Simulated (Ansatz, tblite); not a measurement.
Forces on Zn₂Cl₅⁻ at its PBE-D4/def2-SVPD geometry. Charge -1, multiplicity 1.

The xTB rows come from tblite. Another isomer (singlet) lies 0.23 eV lower at PBE0-D4/def2-TZVPD; other spin states weren't run for this one.

GFN1-xTB (tblite), largest force 0.56 eV/Å:

```xyz
7
positions Å, forces eV/Å
Zn   -0.638   -0.920    1.357   -0.012   -0.014    0.020
Zn    0.537    0.789   -1.158    0.087    0.124   -0.181
Cl    0.473    1.054    1.352   -0.231   -0.432   -0.109
Cl   -0.825    2.311   -2.035    0.367   -0.344    0.165
Cl   -1.378   -2.097    3.045    0.186    0.302   -0.431
Cl    2.614    0.204   -1.696   -0.487    0.182    0.076
Cl   -0.782   -1.342   -0.865    0.091    0.182    0.459
```

GFN2-xTB (tblite), largest force 0.38 eV/Å:

```
Zn -0.014 -0.038 0.044
Zn -0.155 -0.185 0.293
Cl -0.073 -0.173 -0.269
Cl 0.125 -0.044 -0.023
Cl 0.056 0.099 -0.137
Cl -0.090 0.085 -0.042
Cl 0.152 0.256 0.133
```

PBE-D4/def2-TZVPD (Ansatz), largest force 0.28 eV/Å:

```
Zn -0.007 -0.013 0.016
Zn 0.058 0.072 -0.107
Cl -0.079 -0.141 -0.003
Cl 0.143 -0.161 0.094
Cl 0.092 0.150 -0.214
Cl -0.219 0.062 0.055
Cl 0.012 0.031 0.159
```
